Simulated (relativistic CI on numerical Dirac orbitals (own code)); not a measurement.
Nb XXXIV: computed level list

Calculated at this level of theory: Dirac-Coulomb-Breit CI, orbitals from a KLI potential per configuration, model QED, unscaled Slater integrals (own radial code, finite nucleus).

CI space (outside the closed core 1s2): 2s²2p⁴, 2s2p⁵, 2p⁶, 2p⁵3s, 2p⁵3p, 2p⁵3d, 2s²2p³3s, 2s²2p³3p, 2s²2p³3d, 2s2p⁴3s, 2s2p⁴3p, 2s2p⁴3d, 2s²2p³4s, 2s²2p³4p, 2s²2p³4d, 2s²2p³4f, 2s2p⁴4s, 2s2p⁴4p, 2s2p⁴4d, 2s2p⁴4f, 2s²2p²3s², 2s²2p³5s, 2s²2p²3s3p, 2s²2p³5p, 2s²2p³5d, 2s²2p³5f, 2s²2p³5g, 2s²2p²3p², 2s²2p²3s3d, 2s²2p²3p3d, 2s2p³3s², 2s²2p²3d², 2s2p³3s3p, 2s2p³3p², 2s2p⁴5s, 2s2p³3s3d. Levels of other configurations are missing.

The lowest level is 2s²2p⁴ ³P2, with 75 % of that term; Hund's rules for 2s²2p⁴ give ³P with J = 2, in agreement.

```csv
No.,Configuration,Term,J,E (eV),%,Next component (%),Landé g,jj configuration (%)
1,2s²2p⁴,³P,2,0.00,75,25 ¹D,1.366,2p3/2^2 (99)
2,2s²2p⁴,¹S,0,24.81,54,45 ³P,,2p3/2^2 (98)
3,2s²2p⁴,³P,1,95.79,100,,1.492,2p1/2 2p3/2^3 (100)
4,2s²2p⁴,¹D,2,109.81,75,25 ³P,1.114,2p1/2 2p3/2^3 (99)
5,2s²2p⁴,³P,0,215.31,55,44 ¹S,,2p3/2^4 (98)
6,2s2p⁵,³P°,2,279.35,100,,1.490,2s 2p3/2^3 (100)
7,2s2p⁵,³P°,1,312.15,65,35 ¹P°,1.316,2s 2p3/2^3 (90)
8,2s2p⁵,³P°,0,380.76,100,,,2s 2p1/2 2p3/2^4 (100)
9,2s2p⁵,¹P°,1,411.36,65,35 ³P°,1.162,2s 2p1/2 2p3/2^4 (90)
10,2p⁶,¹S,0,622.37,99,1 2s²2p⁴ ¹S,,closed (99)
11,2s²2p³3s,³P°,2,2423.96,40,39 ⁵S°,1.609,2p3/2 3s (96)
12,2s²2p³3s,³S°,1,2429.77,34,26 ¹P°,1.277,2p3/2 3s (98)
13,2s²2p³3p,⁵P,1,2477.19,30,27 ³P,1.603,2p3/2 3p1/2 (96)
14,2s²2p³3p,³P,2,2478.71,25,23 ⁵P,1.302,2p3/2 3p1/2 (95)
15,2s²2p³3p,³D,3,2505.22,41,39 ⁵P,1.404,2p3/2 3p3/2 (96)
16,2s²2p³3p,³P,1,2505.72,39,21 ¹P,1.458,2p3/2 3p3/2 (96)
17,2s²2p³3s,⁵S°,2,2511.53,47,36 ³D°,1.541,2p1/2 2p3/2^2 3s (96)
18,2s²2p³3s,³S°,1,2516.89,51,47 ³D°,1.267,2p1/2 2p3/2^2 3s (98)
19,2s²2p³3p,³P,2,2517.91,36,20 ⁵P,1.332,2p3/2 3p3/2 (91)
20,2s²2p³3s,³D°,3,2527.46,99,,1.324,2p1/2 2p3/2^2 3s (99)
21,2s²2p³3p,³P,0,2529.45,82,18 ¹S,,2p3/2 3p3/2 (92)
22,2s²2p³3s,¹D°,2,2531.67,66,33 ³D°,1.049,2p1/2 2p3/2^2 3s (99)
23,2s²2p³3s,³P°,0,2547.92,99,1 2p⁵3s ³P°,,2p1/2 2p3/2^2 3s (99)
24,2s²2p³3s,³P°,1,2549.78,66,32 ¹P°,1.327,2p1/2 2p3/2^2 3s (98)
25,2s²2p³3p,⁵P,1,2563.75,39,22 ³D,1.581,2p1/2 2p3/2^2 3p1/2 (96)
26,2s²2p³3d,³D°,2,2565.71,33,28 ³F°,1.067,2p3/2 3d3/2 (94)
27,2s²2p³3d,⁵D°,3,2568.34,30,25 ³F°,1.214,2p3/2 3d3/2 (81)
28,2s²2p³3p,³F,2,2569.72,33,26 ³P,1.195,2p1/2 2p3/2^2 3p1/2 (96)
29,2s²2p³3d,⁵D°,1,2570.33,40,26 ³P°,1.229,2p3/2 3d3/2 (93)
30,2s²2p³3d,³P°,0,2570.50,49,41 ⁵D°,,2p3/2 3d3/2 (95)
31,2s²2p³3d,³F°,4,2574.19,41,40 ⁵D°,1.303,2p3/2 3d5/2 (96)
32,2s²2p³3d,³D°,2,2579.93,35,26 ³P°,1.284,2p3/2 3d5/2 (93)
33,2s²2p³3p,³F,3,2581.56,45,27 ³D,1.122,2p1/2 2p3/2^2 3p1/2 (99)
34,2s²2p³3d,³D°,3,2590.26,39,23 ¹F°,1.161,2p3/2 3d5/2 (79)
35,2s²2p³3p,⁵P,3,2592.34,45,24 ³F,1.356,2p1/2 2p3/2^2 3p3/2 (94)
36,2s²2p³3p,³P,2,2592.47,41,25 ³D,1.416,2p1/2 2p3/2^2 3p3/2 (95)
37,2s²2p³3d,³D°,1,2593.30,51,21 ¹P°,0.917,2p3/2 3d5/2 (92)
38,2s²2p³3p,³P,0,2594.14,96,3 ¹S,,2p1/2 2p3/2^2 3p3/2 (94)
39,2s²2p³3p,³D,1,2596.28,58,30 ¹P,0.785,2p1/2 2p3/2^2 3p1/2 (60)
40,2s²2p³3p,³P,2,2597.91,57,20 ³D,1.323,2p1/2 2p3/2^2 3p1/2 (94)
41,2s²2p³3p,³D,1,2607.39,46,35 ¹P,0.886,2p1/2 2p3/2^2 3p3/2 (60)
42,2s²2p³3p,³D,3,2607.82,63,31 ¹F,1.212,2p1/2 2p3/2^2 3p3/2 (98)
43,2s²2p³3p,³F,4,2609.16,100,,1.242,2p1/2 2p3/2^2 3p3/2 (100)
44,2s²2p³3p,³P,1,2619.64,71,21 ¹P,1.399,2p1/2 2p3/2^2 3p3/2 (96)
45,2s²2p³3p,³P,0,2622.64,64,35 ¹S,,2p1/2 2p3/2^2 3p1/2 (95)
```

Energies count from the lowest computed level; ° marks odd parity. Filled j subshells are mostly left out of the jj labels.

The mean weight of the leading LS term, summed over parents, in these 45 levels is 58 %, and that of the leading jj configuration (from the same eigenvectors) 94 %, so jj coupling describes them better and the LS labels are nominal.

At this charge energies of transitions that change n are usually good to better than 1 %, and those within a shell (Δn = 0) to a few per cent.

LS names give the leading component of a level, which can be under half, so a name can repeat, a term be missing and a line seem to break the LS rules.
